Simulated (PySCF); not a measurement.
SMILES [CH2]CO[SiH](C)OCC (C5H13O2Si), doublet (GFN2-xTB optimised geometry):

```
21

C     -0.650    -2.882    -3.091
C     -0.048    -2.630    -1.776
O     -0.324    -1.338    -1.327
Si     0.230    -0.571     0.000
C      2.136    -0.571     0.000
O     -0.441     0.895     0.000
C     -0.507     1.879    -1.000
C     -1.572     2.902    -0.632
H     -0.504    -3.829    -3.569
H     -1.252    -2.129    -3.554
H     -0.421    -3.359    -1.030
H      1.046    -2.790    -1.813
H     -0.327    -1.107     1.236
H      2.538    -0.235    -0.955
H      2.531     0.086     0.769
H      2.538    -1.563     0.189
H     -0.747     1.411    -1.961
H      0.472     2.367    -1.087
H     -2.538     2.413    -0.547
H     -1.331     3.359     0.324
H     -1.626     3.674    -1.395
```

Level of theory: unrestricted B3LYP/def2-SVP (PySCF).

### Question
What are the frontier orbital energies (α orbitals alone; a β orbital can be the lowest empty one) and the dipole moment?

### Answer
HOMO-2 -7.81 eV, HOMO-1 -7.43 eV, HOMO -5.67 eV, LUMO 1.30 eV, LUMO+1 1.70 eV; dipole moment 1.57 D.

On the same geometry unrestricted PBE/def2-SVP (PySCF) gives HOMO-2 -6.48 eV, HOMO-1 -6.20 eV, HOMO -4.56 eV, LUMO 0.73 eV, LUMO+1 1.05 eV; dipole moment 1.50 D.

Meta-Löwdin charges at B3LYP/def2-SVP: C1 -0.23, C2 0.06, O3 -0.62, Si4 1.17, C5 -0.57, O6 -0.61, C7 0.06, C8 -0.28, H9 0.10, H10 0.11, H11 0.09, H12 0.08, H13 -0.16, H14 0.11, H15 0.11, H16 0.11, H17 0.08, H18 0.08, H19 0.10, H20 0.10, H21 0.09.
